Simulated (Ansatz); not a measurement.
Reaction (redistribution): `C[SiH](Br)Br` + `CCBO` → `C[SiH2]Br` + `CCB(O)Br`

Calculated with Ansatz (gas phase, PBE0-D4/def2-TZVP geometries, no zero-point term in ΔE). CBS: MP2 limit from def2 TZ/QZ plus the TZ coupled-cluster correction, frozen cores. DFT in def2-TZVPP. B3LYP here is the variant with VWN-RPA as its local correlation; programs differ in this. For Br outer-core shells are correlated without core-valence functions, which leaves a few kJ/mol of doubt a bond. Scalar relativity is left out up to krypton. Each species was taken in one conformer, which may not be the lowest.

`C[SiH](Br)Br`:

Cartesian coordinates in Å:
```
C -1.011 0.192 -0.205
Si 0.742 -0.103 0.306
Br 2.096 1.193 -0.878
Br 1.275 -2.227 -0.036
H -1.681 -0.443 0.379
H -1.277 1.239 -0.036
H -1.143 -0.037 -1.263
H 0.998 0.187 1.732
```

`CCBO`:

```xyz
11

C     0.149    0.632    1.293
C     0.529   -0.074   -0.008
B    -0.619   -0.118   -1.076
O    -0.863   -1.189   -1.869
H    -0.644    0.094    1.821
H     0.998    0.715    1.975
H    -0.221    1.641    1.097
H     0.928   -1.075    0.202
H     1.357    0.477   -0.480
H    -1.337    0.828   -1.264
H    -0.277   -1.931   -1.691
```

`C[SiH2]Br`:

```xyz
8

C    -0.440    0.869   -0.309
Si    0.350   -0.649    0.417
Br    0.840   -2.090   -1.210
H    -0.683    1.578    0.487
H    -1.361    0.610   -0.835
H     0.236    1.356   -1.013
H    -0.563   -1.347    1.354
H     1.621   -0.327    1.110
```

`CCB(O)Br`:

Cartesian coordinates in Å:
```
C 0.199 -1.252 0.720
C 0.534 0.105 0.110
B -0.662 0.925 -0.486
O -0.587 1.693 -1.590
Br -2.385 0.939 0.397
H 1.088 -1.729 1.137
H -0.536 -1.149 1.520
H -0.224 -1.929 -0.025
H 1.313 -0.008 -0.656
H 0.981 0.747 0.883
H 0.278 1.660 -2.009
```

| level | ΔE (kJ/mol) |
| --- | --- |
| B3LYP | 12.8 |
| MP2/def2-SVP | -1.6 |
| HF/def2-TZVPP | 13.4 |
| CCSD/def2-TZVPP | 8.2 |

(1) What does CCSD(T)/CBS give? (Estimate.)

Largest T1 diagnostic among the species: 0.011.

## Answers

(1) The calculation gave: +12.0 kJ/mol. The listed levels differ from it by 0.8, -13.6, 1.4, -3.8 kJ/mol.

At CCSD(T), def2-SVP lies −14.8 kJ/mol from the extrapolated value and def2-TZVPP −4.7 kJ/mol. In def2-TZVPP, CCSD(T) changes the Hartree–Fock value by −6.1 kJ/mol (the triples alone add −0.9 kJ/mol) and MP2 by −4.2 kJ/mol. Leaving LDA and LC-ωPBE aside and taking each functional with its dispersion term where it has one, the values, not all of them listed here, spread over 6.6 kJ/mol, from B97M-V to BHLYP-D4. LDA lies −5.5 kJ/mol from PBE without D4.
